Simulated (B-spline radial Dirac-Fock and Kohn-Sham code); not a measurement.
# Form factor and incoherent scattering function of Co³⁺

System: Co³⁺, configuration 1s2 2s2 2p6 3s2 3p6 3d5 4s1 (an excited configuration).

Level of theory: Dirac-Fock densities; a radial atomic solver. f₀ is the Fourier transform of the spherical electron density, S the Waller-Hartree incoherent function, and s = sin θ/λ. The electron scattering factor follows from the Mott-Bethe formula f_e = 0.023934 Å⁻¹·(Z − f₀)/s².

```
s (Å⁻¹)      f₀       S  f_e (Å)
      0  24.000   0.000        –
   0.04  23.809   0.250   47.732
   0.05  23.704   0.384   31.557
   0.06  23.577   0.542   22.758
   0.08  23.263   0.914   13.973
    0.1  22.879   1.342    9.864
   0.13  22.193   2.039    6.808
   0.17  21.135   3.000    4.857
   0.22  19.691   4.197    3.614
   0.29  17.627   5.865    2.668
   0.37  15.378   7.693    2.032
   0.48  12.671   9.898    1.488
   0.61  10.216  12.031    1.080
   0.79   8.074  14.279    0.726
   1.02   6.653  16.235    0.468
   1.32   5.546  17.945    0.295
    1.7   4.312  19.506    0.188
    2.2   2.951  20.892    0.119
   2.84   1.921  21.896    0.074
   3.66   1.373  22.579    0.046
   4.73   1.086  23.114    0.028
    6.1   0.836  23.534    0.017
   7.87   0.570  23.806    0.010
```

f₀ starts at the number of electrons, 24, and has fallen to half at s ≈ 0.52 Å⁻¹. The sum of ⟨r²⟩ over the electrons is 16.39 bohr². For an ion f_e diverges as s goes to zero, because of the net charge.

Values without a named source are computed, but for edge energies of neutral atoms, which are taken from tables.
